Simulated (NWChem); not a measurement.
Everything below was run with NWChem. System: C$_{2}$H$_{5}$O, charge -1, spin multiplicity 1, at the geometry of a parent with another charge or spin, in a state set for the comparison that need not be this species' ground state.

Job file:

```
start mol
memory heap 200 mb stack 900 mb global 1100 mb
charge -1
geometry units angstroms nocenter noautoz noautosym
  C     -1.210164    -0.172203     0.217464
  C      0.208872     0.210954     0.424152
  O      1.049928    -0.089785    -0.621338
  H     -1.791425    -0.032360     1.150241
  H     -1.716348     0.424419    -0.584580
  H     -1.293992    -1.238028    -0.087855
  H      0.471637     1.088519     1.045721
  H      1.938457     0.243221    -0.402519
end
basis spherical
  * library def2-svpd
end
dft
  xc xpbe96 cpbe96
  semidirect memsize 60000000 filesize 0
  iterations 100
end
task dft energy
```

The output up to the point where the run's verdict is printed (cleaned and shortened):

```
             Northwest Computational Chemistry Package (NWChem) 7.3.0
             --------------------------------------------------------

                                NWChem Input Module
                                -------------------

 Scaling coordinates for geometry "geometry" by  1.889725989
 (inverse scale =  0.529177249)

                             Geometry "geometry" -> ""
                             -------------------------

 Output coordinates in angstroms (scale by  1.889725989 to convert to a.u.)

  No.       Tag          Charge          X              Y              Z
 ---- ---------------- ---------- -------------- -------------- --------------
    1 C                    6.0000    -1.21016400    -0.17220300     0.21746400
    2 C                    6.0000     0.20887200     0.21095400     0.42415200
    3 O                    8.0000     1.04992800    -0.08978500    -0.62133800
    4 H                    1.0000    -1.79142500    -0.03236000     1.15024100
    5 H                    1.0000    -1.71634800     0.42441900    -0.58458000
    6 H                    1.0000    -1.29399200    -1.23802800    -0.08785500
    7 H                    1.0000     0.47163700     1.08851900     1.04572100
    8 H                    1.0000     1.93845700     0.24322100    -0.40251900

 Effective nuclear repulsion energy (a.u.)      74.5290628249

            Nuclear Dipole moment (a.u.)
            ----------------------------
        X                 Y               Z
 ---------------- ---------------- ----------------
     0.0000018897    -0.0000056692    -0.0000000000


 Summary of "ao basis" -> "" (spherical)
 ------------------------------------------------------------------------------
       Tag                 Description            Shells   Functions and Types
 ---------------- ------------------------------  ------  ---------------------
 *                         def2-svpd                  on all atoms

  pbe96 is a nonlocal functional; adding pw91lda local functional.

                                 NWChem DFT Module
                                 -----------------
[...]
 d= 0,ls=0.5,diis    52   -154.0420395768 -1.41D-05  2.60D-04  7.11D-04    22.7
 d= 0,ls=0.5,diis    53   -154.0420518400 -1.23D-05  2.44D-04  6.67D-04    23.1
 d= 0,ls=0.5,diis    54   -154.0420594658 -7.63D-06  3.54D-04  6.50D-04    23.5
 d= 0,ls=0.5,diis    55   -154.0420833189 -2.39D-05  2.53D-04  5.36D-04    23.9
 d= 0,ls=0.5,diis    56   -154.0420904432 -7.12D-06  3.05D-04  5.30D-04    24.5
 d= 0,ls=0.5,diis    57   -154.0421058554 -1.54D-05  2.40D-04  4.68D-04    25.0
 d= 0,ls=0.5,diis    58   -154.0421128038 -6.95D-06  2.20D-04  4.56D-04    25.4
 d= 0,ls=0.5,diis    59   -154.0421187012 -5.90D-06  2.38D-04  4.49D-04    25.8
 d= 0,ls=0.5,diis    60   -154.0421279892 -9.29D-06  3.38D-04  4.18D-04    26.2
 d= 0,ls=0.5,diis    61   -154.0421464428 -1.85D-05  3.57D-04  3.30D-04    26.6
 d= 0,ls=0.5,diis    62   -154.0421621810 -1.57D-05  4.25D-04  2.64D-04    27.1
 d= 0,ls=0.5,diis    63   -154.0421798287 -1.76D-05  4.56D-04  1.86D-04    27.5
 d= 0,ls=0.5,diis    64   -154.0421951614 -1.53D-05  3.76D-04  1.25D-04    27.9
 d= 0,ls=0.5,diis    65   -154.0422037813 -8.62D-06  2.43D-04  1.05D-04    28.3
 d= 0,ls=0.5,diis    66   -154.0422049154 -1.13D-06  2.79D-04  1.24D-04    28.8
 d= 0,ls=0.5,diis    67   -154.0422106424 -5.73D-06  2.26D-04  1.12D-04    29.2
 d= 0,ls=0.5,diis    68   -154.0422132613 -2.62D-06  2.12D-04  1.16D-04    29.6
 d= 0,ls=0.5,diis    69   -154.0422158682 -2.61D-06  1.82D-04  1.17D-04    30.0
 d= 0,ls=0.5,diis    70   -154.0422167294 -8.61D-07  1.61D-04  1.27D-04    30.4
 d= 0,ls=0.5,diis    71   -154.0422178195 -1.09D-06  1.57D-04  1.33D-04    30.9
 d= 0,ls=0.5,diis    72   -154.0422194706 -1.65D-06  1.42D-04  1.33D-04    31.3
 d= 0,ls=0.5,diis    73   -154.0422212685 -1.80D-06  2.09D-04  1.32D-04    31.7
 d= 0,ls=0.5,diis    74   -154.0422274356 -6.17D-06  2.21D-04  1.03D-04    32.1
 d= 0,ls=0.5,diis    75   -154.0422325541 -5.12D-06  1.45D-04  8.20D-05    32.6
 d= 0,ls=0.5,diis    76   -154.0422326153 -6.13D-08  1.44D-04  9.23D-05    33.0
 d= 0,ls=0.5,diis    77   -154.0422331922 -5.77D-07  1.33D-04  9.70D-05    33.4
 d= 0,ls=0.5,diis    78   -154.0422346618 -1.47D-06  1.34D-04  9.52D-05    33.8
 d= 0,ls=0.5,diis    79   -154.0422367340 -2.07D-06  1.15D-04  8.91D-05    34.2
 d= 0,ls=0.5,diis    80   -154.0422376722 -9.38D-07  1.11D-04  8.95D-05    34.6
 d= 0,ls=0.5,diis    81   -154.0422388925 -1.22D-06  1.03D-04  8.78D-05    35.1
 d= 0,ls=0.5,diis    82   -154.0422398306 -9.38D-07  8.82D-05  8.73D-05    35.5
 d= 0,ls=0.5,diis    83   -154.0422396096  2.21D-07  7.97D-05  9.34D-05    35.9
 d= 0,ls=0.5,diis    84   -154.0422396116 -2.03D-09  8.54D-05  9.70D-05    36.3
 d= 0,ls=0.5,diis    85   -154.0422404763 -8.65D-07  6.15D-05  9.38D-05    36.7
 d= 0,ls=0.5,diis    86   -154.0422395312  9.45D-07  1.40D-04  1.02D-04    37.1
 d= 0,ls=0.5,diis    87   -154.0422340599  5.47D-06  4.20D-05  1.37D-04    37.5
 d= 0,ls=0.5,diis    88   -154.0422343056 -2.46D-07  6.51D-05  1.35D-04    37.9
 d= 0,ls=0.5,diis    89   -154.0422369243 -2.62D-06  2.22D-04  1.17D-04    38.4
 d= 0,ls=0.5,diis    90   -154.0422457644 -8.84D-06  2.14D-04  6.50D-05    38.8
 d= 0,ls=0.5,diis    91   -154.0422505832 -4.82D-06  2.47D-04  4.22D-05    39.2
 d= 0,ls=0.5,diis    92   -154.0422549158 -4.33D-06  2.20D-04  2.36D-05    39.6
 d= 0,ls=0.5,diis    93   -154.0422576448 -2.73D-06  2.16D-04  1.41D-05    40.0
 d= 0,ls=0.5,diis    94   -154.0422596784 -2.03D-06  1.94D-04  8.03D-06    40.4
 d= 0,ls=0.5,diis    95   -154.0422611089 -1.43D-06  1.70D-04  4.98D-06    40.8
 d= 0,ls=0.5,diis    96   -154.0422621416 -1.03D-06  1.29D-04  3.74D-06    41.2
 d= 0,ls=0.5,diis    97   -154.0422627110 -5.69D-07  1.07D-04  4.44D-06    41.6
 d= 0,ls=0.5,diis    98   -154.0422630784 -3.67D-07  9.75D-05  5.57D-06    42.1
 d= 0,ls=0.5,diis    99   -154.0422634039 -3.26D-07  8.83D-05  6.38D-06    42.5
 d= 0,ls=0.5,diis   100   -154.0422636798 -2.76D-07  7.45D-05  7.10D-06    42.9
```

The run did not converge; its last values are not results. The next line reads: Calculation failed to converge. NWChem stopped with the message: dft energy failed.
